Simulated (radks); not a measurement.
Results of a calculation; reference values are marked as such.
Question: Numerical settings for the iridium ion Ir+, [Xe] 4f14 5d7 6s1. Level of theory: scalar-relativistic Kohn-Sham, PBEsol, spin-unpolarised, spherical densities, point nucleus (a radial shooting solver on a logarithmic mesh with Libxc functionals). The defaults (mesh step 0.008 in ln r, mesh end at 40 bohr or more with all orbitals vanishing there, Anderson mixing 0.5 over 9 steps, residual threshold near 1e-9 with the energy settled to 1e-9 hartree or 1e-11 of itself, here a cap of 68 iterations) give E = -17822.138 hartree and 6s at -13.615 eV in 15 iterations. Run on one thread of a shared host, so times are rough (Arm Neoverse N1): 0.22 s of CPU time, 0.22 s wall, 15 iterations on 2648 mesh points. One setting is changed at a time: mesh step in ln r 0.012; mesh step in ln r 0.003; mesh step in ln r 0.05; mesh end (bohr) 8; mesh end (bohr) 5; residual threshold 1e-16; residual threshold 0.01; mixing 2.5; linear mixing, mixing 0.5; linear mixing, mixing 0.05; mixing history 2; iteration cap 3. Which runs fail to converge, and which converge to a wrong energy?

Answer: Not converged within the cap: residual threshold 1e-16; linear mixing, mixing 0.05; iteration cap 3. Settings that end as converged yet miss the energy by more than 1 mhartree: mesh end (bohr) 5 (+0.0429 hartree).
